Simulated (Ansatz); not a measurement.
System: C$_{4}$H$_{11}$Ge, charge 0, multiplicity 2. It need not be the lowest isomer of its formula. 
Geometry from a B3LYP-D3(BJ)/def2-TZVP (Ansatz, an electronic-structure program) optimisation:
```xyz
16

C     -3.6409     0.4998     0.0701
C     -2.4836    -0.4911    -0.0139
C     -1.1135     0.1910     0.0243
C      0.0479    -0.8034    -0.0600
Ge     1.8190     0.0899    -0.0098
H     -3.5974     1.0773     0.9966
H     -3.6133     1.2078    -0.7617
H     -4.6054    -0.0104     0.0409
H     -2.5487    -1.2070     0.8114
H     -2.5645    -1.0775    -0.9346
H     -1.0489     0.9081    -0.8004
H     -1.0331     0.7786     0.9444
H     -0.0084    -1.3836    -0.9834
H      0.0075    -1.5136     0.7685
H      1.9837     0.8894     1.3113
H      1.9609     1.0758    -1.2012
```
Charge 0, spin multiplicity 2.

Total electronic energies in hartree. Valence correlation only, unless marked. Open shells are spin-unrestricted. No spin-orbit coupling. The frozen core is the preceding noble-gas configuration, with the filled d and f shells of earlier blocks. No relativistic terms. Basis-set limits of correlation are two-point, X^-3; Hartree-Fock from the larger set. The bracket is a focal-point correction in the basis named.

```csv
level,program,energy (Eh)
HF/6-31G*,Ansatz,-2232.91583
RI-HF/cc-pVQZ,Ansatz,-2233.31747
BLYP-D3(BJ)/def2-TZVPD,Ansatz + dftd3,-2236.03634
revPBE/def2-TZVPD,Ansatz,-2235.85051
PBE0-D3(BJ)/def2-TZVPD,Ansatz + dftd3,-2235.61213
PBE0-D4/def2-TZVP,Ansatz + dftd4,-2235.61021
PBE0-D4/def2-TZVPD,Ansatz + dftd4,-2235.61119
PBE0/def2-TZVP,Ansatz,-2235.60040
PBE0/def2-TZVPD,Ansatz,-2235.60138
BHLYP-D4/def2-TZVPD,Ansatz + dftd4,-2235.95057
BHLYP/def2-TZVPD,Ansatz,-2235.93721
r2SCANh-D4/def2-TZVPD,Ansatz + dftd4,-2235.94228
r2SCANh/def2-TZVPD,Ansatz,-2235.93907
LC-wPBE-D4/def2-TZVPD,Ansatz + dftd4,-2235.71001
wB97M-V/def2-TZVPD,Ansatz,-2235.83895
wB97X-V/def2-TZVPD,Ansatz,-2235.82732
PBE-QIDH/def2-TZVPD,Ansatz,-2235.19396
MP2/STO-3G,Ansatz,-2208.00280
SCS-MP2/6-31G*,Ansatz,-2233.51190
SCS-MP2/cc-pVDZ,Ansatz,-2233.85690
CCSD/6-31G*,Ansatz,-2233.57915
CCSD(T)/6-31G*,Ansatz,-2233.59881
"RI-MP2/CBS(cc-pVTZ,cc-pVQZ)+[CCSD(T)-MP2]/cc-pVTZ",Ansatz,-2234.3135
```

Totals of different functionals don't rank their quality; only differences between species are comparable.
